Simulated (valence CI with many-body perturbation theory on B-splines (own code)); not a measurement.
Results of a calculation; reference values are marked as such.
**Eu12+: configurations and terms from energies and g**

Level of theory: valence CI with perturbative core correlation (CI+MBPT): five valence electrons over a frozen Dirac-Fock core [Kr] 4d10, a basis of 7 s, 7 p, 7 d, 7 f, 4 g, 2 h functions for each j, with the one-electron correlation potential Σ1 (screened to all orders), the two-electron term Σ2, the three-electron term Σ3, Breit, model QED; selected single and double excitations, second order for the rest, scaled by the run's own slope (own B-spline code, finite nucleus).

No measured spectrum was set against this ion. As an estimate, terms of the open shell hold to a few per cent of their energy, and close levels can change places. Among the levels kept, up to 2600 cm⁻¹ of a level comes from second order outside the variational space, and about a tenth of that is noise between levels of different J, which matters for small intervals.

```tsv
No.	J	Parity	E (eV)	g
1	9/2	odd	0.0000	0.734
2	11/2	odd	0.4896	0.966
3	13/2	odd	0.9915	1.105
4	15/2	odd	1.497	1.196
7	5/2	odd	2.664	1.032
11	11/2	odd	3.399	1.100
12	5/2	odd	3.594	0.576
14	13/2	odd	3.976	0.935
18	15/2	odd	4.468	1.059
20	11/2	odd	4.684	1.254
21	1/2	odd	4.864	0.603
22	5/2	odd	5.025	1.193
```

Energies count from the lowest level. Strongly mixed levels and levels close to another of their J and parity are left out, so the numbers can have gaps.

Question: Give configuration and LS term of each level.

Answer: 1: 4f3.5s2 4I°; 2: 4f3.5s2 4I°; 3: 4f3.5s2 4I°; 4: 4f3.5s2 4I°; 7: 4f3.5s2 4F°; 11: 4f3.5s2 2H°; 12: 4f3.5s2 4G°; 14: 4f3.5s2 2K°; 18: 4f3.5s2 2K°; 20: 4f3.5s2 4G°; 21: 4f3.5s2 2P°; 22: 4f3.5s2 2D°.
